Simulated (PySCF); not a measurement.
B(F)(Br)(OH) (BBrFHO), SMILES OB(Br)F. Heavy atoms are numbered as in [B:1]([F:2])([Br:3])[OH:4]. Hydrogens are named by the atom that carries them.

Geometry optimised at ωB97X-D3(BJ)/def2-SVP. Other conformers were not sampled.

The numbers are results of B3LYP/pcSseg-2 run with PySCF, not measurements.

GIAO shieldings, no solvent; atoms alike by connectivity are averaged. δ = σ(ref) − σ: ¹¹B against BF3 (σ = 86.3 ppm); ¹⁹F against CFCl3 (σ = 159.6 ppm); ¹⁷O against H2O (σ = 325.5 ppm); ¹H against TMS (σ = 31.68 ppm), references at their B3LYP-D3(BJ)/def2-TZVP geometries, non-relativistic (without spin–orbit terms, shifts of atoms bonded to Cl or Br come out too high).

Computed chemical shifts:
| nucleus | atoms | count | δ (ppm) |
|---|---|---|---|
| ¹¹B | B1 | 1 | 19.7 |
| ¹⁹F | F2 | 1 | -79.2 |
| ¹⁷O | O4 (OH) | 1 | 129.9 |
| ¹H | H on O4 | 1 | 4.61 |
